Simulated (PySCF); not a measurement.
# Field gradients at the hydrogen positions

C7H13P.
Z-matrix (Å and degrees, GFN2-xTB geometry), rows numbered from 1:
```
C 
C   1  1.5311
C   2  1.5297  1  110.43
C   2  1.5031  1  110.81  3  -123.60
C   4  1.3256  2  124.96  1  -114.92
C   5  1.4984  4  117.09  2  -179.43
P   6  1.8657  5  105.51  4   -16.20
C   4  1.5064  2  120.21  1    66.50
H   1  1.0875  2  110.87  3    56.64
H   1  1.0877  2  110.49  3   177.05
H   1  1.0876  2  110.11  3   -63.05
H   2  1.0959  1  108.18  3   118.61
H   3  1.0874  2  110.71  1   -58.07
H   3  1.0877  2  110.13  1    61.71
H   3  1.0878  2  110.52  1  -178.49
H   5  1.0793  4  123.79  2    -1.14
H   6  1.0965  5  110.75  4   102.17
H   6  1.0922  5  113.10  4  -137.35
H   7  1.4057  6   93.72  5   -72.44
H   8  1.0960  4  110.29  2    78.23
H   8  1.0911  4  113.51  2   -42.46
```

Level: PBE0/pcSseg-1 (PySCF, non-relativistic); Q(2H) = 0.00286 b; rigid geometry, the same for H and D, with no vibrational averaging.

Question: Rank these positions by the coupling χzz of a deuteron there, largest first.
A. H16 (vinylic hydrogen)
B. H12 (methine hydrogen)
C. H18 (methylene hydrogen)
D. H20 (methylene hydrogen)
E. H19 (P–H hydrogen)
F. H9 (methyl hydrogen)

Answer: A (224 kHz), F (212 kHz), C (207 kHz), D (202 kHz), B (198 kHz), E (127 kHz).

Tabulate Vzz, the asymmetry η and χzz = 234.96 MHz × Q × Vzz for every hydrogen position.

```csv
atom,bonded to,bond length (Å),Vzz (au),η,χzz (kHz)
H9,C1,1.088,0.3157,0.02,212
H10,C1,1.088,0.3145,0.01,211
H11,C1,1.088,0.3163,0.02,213
H12,C2,1.096,0.2940,0.01,198
H13,C3,1.087,0.3151,0.02,212
H14,C3,1.088,0.3160,0.02,212
H15,C3,1.088,0.3148,0.01,212
H16,C5,1.079,0.3337,0.06,224
H17,C6,1.097,0.3006,0.01,202
H18,C6,1.092,0.3080,0.02,207
H19,P7,1.406,0.1894,0.09,127
H20,C8,1.096,0.3013,0.01,202
H21,C8,1.091,0.3103,0.02,209
```

Average by the element that carries the hydrogen.

on C: 209 kHz over 12 positions, mean bond length 1.090 Å; on P: 127 kHz over 1 position, mean bond length 1.406 Å.

How does χzz go with the bond length over the 12 C–H bonds?

A straight-line fit has a slope of -13.5 kHz for each 0.01 Å, with a correlation coefficient of -0.98, over lengths from 1.079 to 1.097 Å. The longer bonds have the smaller couplings here.

Give the 2H NMR doublet splittings at H18 for a magnetic field along the z, y and x axes of the gradient: 3χ/2, 3χ(1 + η)/4, 3χ(1 − η)/4.

With |χ| = 207.0 kHz and η = 0.020: 310, 158 and 152 kHz, to first order and without motion.

The structure is a single GFN2-xTB conformer in the gas phase; no vibrational or solvent corrections. GFN2-xTB bond lengths can be off by several hundredths of an ångström, more for odd bonds, and the gradients follow them. With a basis this small, the couplings can be 20 % off.

The run behind these numbers computed NMR shieldings as well. The run took 38 s of wall time on an Arm Neoverse V1 with one thread, shared host with 32 logical CPUs at a one-minute load of 11, and the process peaked at 0.95 GiB of memory.
